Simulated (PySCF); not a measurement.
C₄H₂ClFO₂.
Geometry (GFN2-xTB, Å), atoms numbered from 1 in this order:
```xyz
10
C4H2ClFO2 angstrom
O      1.314    2.192    0.143
C      0.655    1.206    0.095
O     -0.692    1.176    0.271
C     -1.186   -0.123    0.146
F     -2.043   -0.173   -0.917
C      0.012   -1.003   -0.083
C      1.089   -0.218   -0.126
Cl     2.713   -0.608   -0.363
H     -1.782   -0.384    1.033
H     -0.073   -2.062   -0.222
```

Theory: PySCF, TDDFT B3LYP/def2-SVPD, vertical, gas phase, core orbitals frozen in the response.

Transition dipole moments from the ground state, in atomic units and in the frame of the coordinates above (overall signs are arbitrary), for the states with f of 0.002 or more among the lowest 8:

| state | E (eV) | μx | μy | μz |
| --- | --- | --- | --- | --- |
| S2 | 5.465 | -0.817 | -0.410 | 0.035 |
| S3 | 5.769 | 0.178 | 0.125 | -0.053 |
| S4 | 6.352 | -0.663 | -0.491 | -0.004 |
| S5 | 7.072 | 0.198 | 0.294 | 0.056 |
| S7 | 7.604 | 0.120 | -0.441 | -0.073 |
| S8 | 7.672 | 0.133 | -0.284 | -0.007 |

What oscillator strength does each state have?

f = (2/3) ΔE |μ|² with ΔE in hartree (27.2114 eV).

| state | \|μ\|² (au) | \|μ\| (D) | f |
| --- | --- | --- | --- |
| S2 | 0.836 | 2.32 | 0.112 |
| S3 | 0.050 | 0.57 | 0.007 |
| S4 | 0.681 | 2.10 | 0.106 |
| S5 | 0.129 | 0.91 | 0.022 |
| S7 | 0.214 | 1.18 | 0.040 |
| S8 | 0.098 | 0.80 | 0.018 |

Which bond between heavy atoms lies closest to the direction of the S2 transition dipole?

C6–C7, at 9° from it; next C2–O3 at 26°.

What angle do the transition dipoles of S2 and S7 make?

|cos θ| = |μa·μb| / (|μa| |μb|) = 0.19, so θ ≈ 79° (taken between 0 and 90°, since the signs are arbitrary).

What peak molar absorption coefficient would the strongest computed level give as a lone Gaussian band 0.5 eV wide at half height?

ε(max) = 2.175×10⁸ f / FWHM, with the width in cm⁻¹. S2: 2.175×10⁸ × 0.1120 / 4033 ≈ 6000 L mol⁻¹ cm⁻¹.

Hardware: Arm Neoverse V1, one thread, on a shared host. Cost: 33 s wall (grids of density and orbitals included), 0.76 GiB resident at most.
